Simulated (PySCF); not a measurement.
PySCF input for AlFH₄O₃Si, SMILES [OH][Al]([OH])[O][SiH2]F, PBE-D3(BJ)/def2-SVP. Coordinates come from a PBE-D3(BJ)/def2-SVP optimisation. The structure was generated by enumeration; whether it is a known compound was not checked. Other conformers were not sampled.

```python
import numpy as np
from pyscf import gto, scf, dft, df
from pyscf.hessian import thermo

mol = gto.M(
    atom='''
    Si    1.94049360   -0.04279181   -0.27573431
    F     2.44954804    0.30433477    1.24115259
    O     0.33159505    0.28365452   -0.39056385
    Al   -1.33164494   -0.03894406   -0.14391815
    O    -1.83676648   -1.66685629   -0.05112205
    O    -2.47411965    1.22606325   -0.02394309
    H     2.22106409   -1.49596591   -0.51226718
    H     2.69394158    0.84768577   -1.21479088
    H    -2.77206442   -1.88629882    0.08233043
    H    -2.21007132    2.15803251   -0.06939747
    ''',
    basis='def2-SVP',
    charge=0,
    spin=0,
    max_memory=1600,
    verbose=3,
)
mf = dft.RKS(mol, xc='pbe').density_fit(auxbasis='def2-universal-jkfit')
mf.disp = 'd3bj'
mf.grids.level = 3
mf.conv_tol = 1e-11
mf.max_cycle = 100
mf.kernel()

# [left out here: the lines that compute and print the analytic Hessian (its translational invariance restored by hand, since the grid's response is missing), thermochemistry and intensities]
```

Log of the run:

```
converged SCF energy = -859.067529927197

WARN: DFTD3 does not support analytical Hessian, using finite difference


WARN: Mole.unit (angstrom) is changed to Bohr

Mode                                 0                   1                   2
Irrep
Freq [cm^-1]                       -3.1288             34.5758             49.4280
Reduced mass [au]                   5.5675             10.3864              4.1610
Force const [Dyne/A]               -0.0000              0.0073              0.0060
Char temp [K]                      -4.5017             49.7469             71.1159
Normal mode                   x     y     z       x     y     z       x     y     z
       0  Si                -0.00  0.05 -0.03   -0.02 -0.01  0.01    0.04  0.07 -0.02
       1   F                -0.04 -0.14  0.03    0.13 -0.02 -0.04    0.03 -0.01  0.01
       2   O                -0.00  0.05 -0.02   -0.01  0.05  0.14   -0.00 -0.12  0.05
       3  Al                 0.01  0.01  0.00   -0.02  0.01  0.01   -0.02 -0.03  0.01
       4   O                 0.06  0.00  0.11    0.01 -0.00 -0.02   -0.12 -0.00  0.00
       5   O                -0.03 -0.01 -0.07   -0.07 -0.02 -0.09    0.04  0.03 -0.04
       6   H                 0.02  0.08 -0.21   -0.10 -0.02 -0.01    0.21  0.13 -0.16
       7   H                 0.01  0.18  0.10   -0.06 -0.05 -0.06   -0.09  0.26  0.05
       8   H                 0.06 -0.02  0.12    0.01 -0.03 -0.10   -0.13  0.06 -0.02
       9   H                -0.05 -0.01 -0.13   -0.08 -0.01 -0.07    0.09  0.01 -0.04
Mode                                 3                   4                   5
Irrep
Freq [cm^-1]                      204.2798            238.5213            255.9283
Reduced mass [au]                   4.3570              6.3731              9.4904
Force const [Dyne/A]                0.1071              0.2136              0.3662
Char temp [K]                     293.9131            343.1790            368.2239
Normal mode                   x     y     z       x     y     z       x     y     z
       0  Si                -0.05  0.01 -0.01   -0.02  0.02  0.01    0.02 -0.01 -0.04
       1   F                -0.03  0.00 -0.01    0.03 -0.01  0.00   -0.08  0.01 -0.01
       2   O                -0.04  0.03  0.04    0.00  0.14 -0.02    0.02  0.03  0.01
       3  Al                -0.02 -0.04  0.03    0.03 -0.06 -0.04    0.05 -0.00  0.13
       4   O                 0.07 -0.07 -0.02   -0.12 -0.02  0.03   -0.04  0.01 -0.06
       5   O                 0.12  0.10 -0.03    0.06 -0.04  0.01   -0.00 -0.04 -0.07
       6   H                -0.07  0.01 -0.02   -0.15 -0.01  0.05   -0.00 -0.02 -0.02
       7   H                -0.06  0.00 -0.02    0.06 -0.06  0.00    0.04 -0.04 -0.04
       8   H                 0.10 -0.21 -0.05   -0.16  0.16  0.07   -0.08  0.10 -0.17
       9   H                 0.34  0.04 -0.05    0.12 -0.06 -0.00   -0.05 -0.03 -0.10
Mode                                 6                   7                   8
Irrep
Freq [cm^-1]                      308.0872            325.6824            346.6072
Reduced mass [au]                   1.1942              3.3698              1.3791
Force const [Dyne/A]                0.0668              0.2106              0.0976
Char temp [K]                     443.2688            468.5845            498.6906
Normal mode                   x     y     z       x     y     z       x     y     z
       0  Si                -0.01  0.01  0.02   -0.02  0.02  0.04   -0.01  0.01  0.02
       1   F                 0.04 -0.01  0.01    0.09 -0.01  0.02    0.05 -0.01  0.01
       2   O                -0.01 -0.01 -0.05   -0.03 -0.01 -0.13   -0.01 -0.01 -0.09
       3  Al                -0.01 -0.00  0.01   -0.02 -0.00  0.07   -0.01 -0.00  0.02
       4   O                 0.00 -0.01  0.00   -0.01 -0.01 -0.07    0.01 -0.01  0.05
       5   O                 0.00  0.01  0.06   -0.01  0.01 -0.04   -0.01  0.01 -0.04
       6   H                -0.02  0.01  0.03   -0.03  0.01  0.07   -0.02  0.00  0.04
       7   H                -0.01  0.01  0.02   -0.00  0.02  0.05    0.00  0.01  0.03
       8   H                -0.04 -0.03 -0.38    0.08 -0.05  0.49   -0.09 -0.04 -0.69
       9   H                -0.09 -0.01 -0.82    0.02  0.01  0.03    0.06  0.01  0.46
Mode                                 9                  10                  11
Irrep
Freq [cm^-1]                      508.4935            603.1325            618.9960
Reduced mass [au]                   4.9068              1.2228              1.4953
Force const [Dyne/A]                0.7475              0.2621              0.3376
Char temp [K]                     731.6089            867.7733            890.5974
Normal mode                   x     y     z       x     y     z       x     y     z
       0  Si                -0.10  0.02  0.02   -0.02 -0.00  0.01    0.02  0.00 -0.01
       1   F                 0.01 -0.00 -0.02    0.00  0.00 -0.01   -0.00 -0.00  0.01
       2   O                -0.03 -0.07  0.02   -0.01 -0.02  0.00    0.00  0.01 -0.00
       3  Al                 0.07  0.01 -0.01    0.03  0.01 -0.00   -0.03  0.01  0.00
       4   O                 0.03  0.07 -0.01    0.04 -0.04 -0.01    0.02 -0.12 -0.00
       5   O                 0.09 -0.07 -0.01   -0.07  0.01  0.01    0.04  0.05 -0.01
       6   H                -0.06  0.03 -0.02    0.00  0.01 -0.03    0.00 -0.01  0.02
       7   H                -0.21  0.09  0.01   -0.08  0.06  0.01    0.06 -0.04 -0.01
       8   H                 0.00  0.18  0.00   -0.13  0.64  0.01   -0.15  0.52  0.01
       9   H                -0.26  0.02  0.03    0.58 -0.16 -0.07   -0.56  0.21  0.06
Mode                                12                  13                  14
Irrep
Freq [cm^-1]                      684.0742            713.7718            807.7633
Reduced mass [au]                   1.4456              1.0591              5.8365
Force const [Dyne/A]                0.3986              0.3179              2.2437
Char temp [K]                     984.2305           1026.9587           1162.1915
Normal mode                   x     y     z       x     y     z       x     y     z
       0  Si                -0.01 -0.08  0.02   -0.00  0.00  0.00   -0.03  0.02  0.04
       1   F                 0.01  0.05 -0.01    0.00  0.03 -0.01   -0.02 -0.01 -0.06
       2   O                 0.00  0.06 -0.02    0.00 -0.04  0.01    0.05 -0.02  0.00
       3  Al                -0.00  0.00  0.00   -0.00  0.00  0.00    0.10  0.01 -0.01
       4   O                -0.01 -0.01  0.00    0.00  0.00 -0.00   -0.05 -0.09  0.01
       5   O                 0.00  0.00 -0.00    0.00 -0.00 -0.00   -0.08  0.09  0.01
       6   H                 0.35  0.07 -0.48   -0.56 -0.04 -0.41   -0.11 -0.00  0.06
       7   H                -0.21  0.41  0.33    0.53 -0.00  0.42   -0.11  0.08  0.03
       8   H                -0.00 -0.03 -0.00    0.00  0.01 -0.00   -0.01 -0.27  0.01
       9   H                -0.04  0.02  0.01    0.01 -0.00 -0.00   -0.09  0.10  0.01
Mode                                15                  16                  17
Irrep
Freq [cm^-1]                      843.1358            936.0147            943.2960
Reduced mass [au]                   2.8877              3.2229              1.3866
Force const [Dyne/A]                1.2095              1.6636              0.7269
Char temp [K]                    1213.0846           1346.7167           1357.1929
Normal mode                   x     y     z       x     y     z       x     y     z
       0  Si                 0.02  0.02  0.07    0.03 -0.00  0.00   -0.04  0.02  0.02
       1   F                -0.04 -0.04 -0.15   -0.01 -0.00 -0.01    0.00 -0.00 -0.00
       2   O                 0.01  0.01  0.00    0.00 -0.00 -0.00    0.01 -0.01  0.00
       3  Al                -0.04 -0.00  0.01   -0.03  0.11  0.00    0.01  0.07 -0.00
       4   O                 0.01  0.02 -0.00   -0.03 -0.09  0.01   -0.03 -0.06  0.00
       5   O                 0.02 -0.02 -0.00    0.06 -0.09 -0.01    0.02 -0.04 -0.00
       6   H                 0.24  0.02  0.31   -0.30 -0.08  0.13    0.42  0.16 -0.36
       7   H                 0.25  0.07  0.30   -0.23  0.24  0.03    0.30 -0.48 -0.18
       8   H                 0.00  0.07 -0.00   -0.03 -0.13  0.01   -0.02 -0.10  0.00
       9   H                 0.02 -0.03 -0.00    0.15 -0.11 -0.02    0.09 -0.06 -0.01
Mode                                18                  19                  20
Irrep
Freq [cm^-1]                      954.0661           1102.1168           2191.6555
Reduced mass [au]                   1.6369             15.3639              1.0349
Force const [Dyne/A]                0.8779             10.9953              2.9287
Char temp [K]                    1372.6886           1585.7007           3153.3043
Normal mode                   x     y     z       x     y     z       x     y     z
       0  Si                 0.05  0.01  0.08   -0.07  0.01 -0.01   -0.01  0.03  0.01
       1   F                -0.03 -0.01 -0.06    0.00  0.00  0.01   -0.00  0.00  0.00
       2   O                 0.01  0.00 -0.02    0.22 -0.01 -0.01   -0.00 -0.00 -0.00
       3  Al                -0.03 -0.02  0.00   -0.06 -0.01  0.01    0.00  0.00 -0.00
       4   O                 0.01  0.03 -0.00    0.00  0.01 -0.00   -0.00 -0.00  0.00
       5   O                 0.00  0.00 -0.00    0.01 -0.01 -0.00   -0.00 -0.00  0.00
       6   H                -0.29  0.03 -0.45   -0.04  0.00  0.01    0.17 -0.92 -0.15
       7   H                -0.34 -0.15 -0.40   -0.07  0.04  0.00    0.13  0.16 -0.16
       8   H                 0.01  0.06 -0.00   -0.00  0.04  0.00   -0.00 -0.00  0.00
       9   H                -0.03  0.01  0.01    0.02 -0.01 -0.00    0.00 -0.00 -0.00
Mode                                21                  22                  23
Irrep
Freq [cm^-1]                     2200.6122           3814.3410           3815.9091
Reduced mass [au]                   1.0483              1.0673              1.0678
Force const [Dyne/A]                2.9911              9.1491              9.1607
Char temp [K]                    3166.1911           5487.9875           5490.2436
Normal mode                   x     y     z       x     y     z       x     y     z
       0  Si                -0.01 -0.03  0.02   -0.00 -0.00  0.00    0.00  0.00  0.00
       1   F                -0.00 -0.00  0.00    0.00 -0.00  0.00   -0.00 -0.00 -0.00
       2   O                -0.00  0.00 -0.00    0.00  0.00 -0.00   -0.00  0.00  0.00
       3  Al                 0.00 -0.00  0.00   -0.00  0.00  0.00   -0.00 -0.00  0.00
       4   O                -0.00 -0.00 -0.00   -0.06 -0.02  0.01    0.01  0.00 -0.00
       5   O                -0.00  0.00 -0.00   -0.00 -0.01  0.00   -0.01 -0.06  0.00
       6   H                -0.05  0.24  0.04    0.00 -0.00 -0.00   -0.00  0.00  0.00
       7   H                 0.47  0.56 -0.59    0.00  0.00 -0.00   -0.00 -0.00  0.00
       8   H                -0.00 -0.00  0.00    0.90  0.23 -0.13   -0.23 -0.06  0.03
       9   H                 0.00  0.00  0.00    0.06  0.23 -0.01    0.24  0.90 -0.04
temperature 298.1500 [K]
pressure 101325.00 [Pa]
Rotational constants [GHz] 4.44025 1.04727 0.94616
Symmetry number 1
Zero-point energy (ZPE) 0.05126 [Eh]   134582.807 [J/mol]
                           tot       elec      trans        rot        vib
Entropy [J/mol/K]       384.162      0.000    169.072    120.003     95.087
Cv [J/mol/K]            116.743      0.000     12.472     12.472     91.799
Cp [J/mol/K]            125.057      0.000     20.786     12.472     91.799
Internal energy [J/mol]                      3718.434   3718.434 148919.222
Internal energy [Eh]   -859.00798  -859.06753
Enthalpy [J/mol]                             6197.391   3718.434 148919.222
Enthalpy [Eh]          -859.00703
Gibbs free energy [J/mol]                  -44211.344 -32060.467 120569.047
Gibbs free energy [Eh] -859.05066
mode   freq/cm-1   IR/(km/mol)
   1       -3.13         0.813
   2       34.58         1.471
   3       49.43         1.736
   4      204.28        27.142
   5      238.52        12.456
   6      255.93        24.045
   7      308.09       125.831
   8      325.68       154.000
   9      346.61         3.099
  10      508.49        42.308
  11      603.13        93.320
  12      619.00       200.210
  13      684.07       116.479
  14      713.77         0.598
  15      807.76        60.671
  16      843.14        42.224
  17      936.01       112.898
  18      943.30       150.576
  19      954.07       204.452
  20     1102.12       569.961
  21     2191.66       106.127
  22     2200.61       161.531
  23     3814.34        99.063
  24     3815.91        61.067
max |gradient| / (hartree/bohr): 0.00014639617587987777
APT charges: [ 1.7722 -0.609  -1.234   1.6586 -0.7823 -0.806  -0.2893 -0.2888  0.2869
  0.2916]
```

Self-consistency was reached.
